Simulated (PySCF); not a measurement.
# Computed structure and properties of [Bi(NH2)4]−

System: [Bi(NH2)4]− (singlet); start: displaced along the imaginary mode (C2v). Method: PySCF 2.14.0, RKS BP86, Bi def2-SVP with ECP60, N def2-SVP, H def2-SVP; non-relativistic Hamiltonian with scalar-relativistic core potentials where named; density fitting; no spin-orbit coupling.

Input of the relaxation:

```python
mol = gto.M(atom='''
Bi     0.04733    -0.00000    -0.00000
N      0.90397     1.66383     1.66383
H      1.56871     1.08010     2.21880
H      1.56871     2.21880     1.08010
N     -1.21537    -1.42807     1.42807
H     -1.85887    -0.78733     1.93579
H     -1.85887    -1.93579     0.78733
N      0.90397    -1.66383    -1.66383
H      1.56871    -2.21880    -1.08010
H      1.56871    -1.08010    -2.21880
N     -1.21537     1.42807    -1.42807
H     -1.85887     1.93579    -0.78733
H     -1.85887     0.78733    -1.93579''',
    basis={'Bi': 'def2-SVP', 'N': 'def2-SVP', 'H': 'def2-SVP'},
    ecp={'Bi': 'def2-SVP'},
    charge=-1, spin=0)
mf = dft.RKS(mol, xc='B88,P86')
mf.grids.atom_grid = (50, 194)
mf = mf.density_fit()  # fitting sets: Bi def2-universal-JKFIT, N def2-universal-JKFIT, H def2-universal-JKFIT
mf.conv_tol = 1e-08; mf.max_cycle = 55
mf.kernel(dm0)  # dm0: converged density of the start geometry
# quasi-Newton relaxation in Cartesian coordinates to a largest gradient under 0.00045 Eh/bohr, steps kept in the point group
```

Run from Python with OMP_NUM_THREADS=2; the lines above give its settings. Where DIIS fails, smearing, a level shift and second-order steps follow.
It took 79 s on 2 threads of Arm Neoverse V2, on a shared host, from the converged density of the start.

Course of the relaxation:

| step | energy above end (eV) | largest force component within the symmetry (eV/Å) |
| --- | --- | --- |
| 0 | 0.9678 | 0.108 |
| 1 | 0.9511 | 0.094 |
| 2 | 0.8323 | 0.188 |
| 3 | 0.6289 | 0.214 |
| 4 | 0.4604 | 0.197 |
| 5 | 0.3755 | 0.359 |
| 6 | 0.2925 | 0.381 |
| 7 | 0.2076 | 0.347 |
| 10 | 0.0149 | 0.227 |
| 11 | 0.0103 | 0.165 |
| 12 | 0.0058 | 0.108 |
| 13 | 0.0020 | 0.052 |
| 14 | 0.0002 | 0.009 |
| 15 | 0.0000 | 0.005 |
(The steps between are left out.)

Relaxed geometry (C2v):

```xyz
13

Bi    0.8296    0.0000    0.0000
N     0.0823    1.6336    1.6336
H     0.5892    1.3612    2.5019
H     0.5892    2.5019    1.3612
N    -0.4487   -1.3102    1.3102
H    -1.0474   -0.5783    1.7378
H    -1.0474   -1.7378    0.5783
N     0.0823   -1.6336   -1.6336
H     0.5892   -2.5019   -1.3612
H     0.5892   -1.3612   -2.5019
N    -0.4487    1.3102   -1.3102
H    -1.0474    1.7378   -0.5783
H    -1.0474    0.5783   -1.7378
```

```tsv
contact	Å
Bi1–N2 (NH2)	2.428
Bi1–N5 (NH2)	2.251
Bi1–N8 (NH2)	2.428
Bi1–N11 (NH2)	2.251
```

On the finer grid (75, 302):

```
HOMO                                                          : 0.68 eV
LUMO                                                          : 4.35 eV
Dipole about the centre of mass                               : 3.67 D
Set of Mulliken populations of Bi1 outside the core potential : s 3.89, p 8.44, d 10.24
D3(BJ) dispersion energy (not in the energies)                : -0.533 eV
```

```json
{"atom": "Bi1", "Mulliken (e)": "0.43", "Löwdin (e)": "0.47", "spin (e)": "0.00"}
{"atom": "N2", "Mulliken (e)": "-0.48", "Löwdin (e)": "-0.43", "spin (e)": "0.00"}
{"atom": "H3", "Mulliken (e)": "0.04", "Löwdin (e)": "0.00", "spin (e)": "0.00"}
{"atom": "H4", "Mulliken (e)": "0.04", "Löwdin (e)": "0.00", "spin (e)": "0.00"}
{"atom": "N5", "Mulliken (e)": "-0.46", "Löwdin (e)": "-0.36", "spin (e)": "0.00"}
{"atom": "H6", "Mulliken (e)": "0.07", "Löwdin (e)": "0.02", "spin (e)": "0.00"}
{"atom": "H7", "Mulliken (e)": "0.07", "Löwdin (e)": "0.02", "spin (e)": "0.00"}
{"atom": "N8", "Mulliken (e)": "-0.48", "Löwdin (e)": "-0.43", "spin (e)": "0.00"}
{"atom": "H9", "Mulliken (e)": "0.04", "Löwdin (e)": "0.00", "spin (e)": "0.00"}
{"atom": "H10", "Mulliken (e)": "0.04", "Löwdin (e)": "0.00", "spin (e)": "0.00"}
{"atom": "N11", "Mulliken (e)": "-0.46", "Löwdin (e)": "-0.36", "spin (e)": "0.00"}
{"atom": "H12", "Mulliken (e)": "0.07", "Löwdin (e)": "0.02", "spin (e)": "0.00"}
{"atom": "H13", "Mulliken (e)": "0.07", "Löwdin (e)": "0.02", "spin (e)": "0.00"}
```

The highest filled level lies above zero, as often for anions with such functionals and bases; it isn't the detachment energy.

On the grid (50, 194), as all that follows. Harmonic modes: a minimum within the noise of the softest modes; lowest 55 cm⁻¹ (negative: unstable), highest 3392 cm⁻¹, zero-point energy 2.566 eV.

Taking off one NH2 (charge -1, singlet; the rest: singlet) in vacuum, both parts rigid, costs 3.62 eV; the small basis without counterpoise inflates it.

Rigid scan of NH2 along the line from its metal:

```json
{"distance to N2 (Å)": "2.13", "energy (eV)": "0.442"}
{"distance to N2 (Å)": "2.23", "energy (eV)": "0.170"}
{"distance to N2 (Å)": "2.33", "energy (eV)": "0.037"}
{"distance to N2 (Å)": "2.43", "energy (eV)": "0.000"}
{"distance to N2 (Å)": "2.53", "energy (eV)": "0.027"}
{"distance to N2 (Å)": "2.63", "energy (eV)": "0.095"}
{"distance to N2 (Å)": "2.83", "energy (eV)": "0.301"}
{"distance to N2 (Å)": "3.13", "energy (eV)": "0.658"}
{"distance to N2 (Å)": "3.53", "energy (eV)": "1.089"}
{"distance to N2 (Å)": "4.03", "energy (eV)": "1.499"}
```

One start shape was tried, so this needn't be the lowest isomer.
